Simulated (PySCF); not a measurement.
CH3F5Si2. Atoms are numbered in the order given.

```xyz
11

Si    -1.7423     0.1814     0.1022
F     -1.3700     1.6045    -0.5706
F     -3.0476    -0.3803    -0.6689
C     -0.3214    -0.9862    -0.1917
Si     1.3375    -0.2715     0.1634
F      2.3813    -1.3843     0.6654
F      1.2266     0.8291     1.3326
F      1.9759     0.4414    -1.1227
H     -2.0857     0.3853     1.5206
H     -0.4650    -1.8844     0.4336
H     -0.3489    -1.3140    -1.2452
```

Geometry: B3LYP-D3(BJ)/def2-SVP. The structure was generated by enumeration, and PubChem lists no compound with its InChIKey, so it may never have been made. The values are those of a single conformer.

All values below come from M06-2X/def2-TZVP run with PySCF.

Gas-phase values at a fixed geometry.

The total energy is -1118.53783 hartree. The highest occupied level is -11.40 eV and the lowest empty level is 1.03 eV. The orbital gap comes out as 12.42 eV and the dipole moment comes out as 2.36 D. The quadrupole, principal values (traceless, Buckingham form, about the centre of nuclear charge) comes out as -9.36, 2.99, 6.37 D·Å.
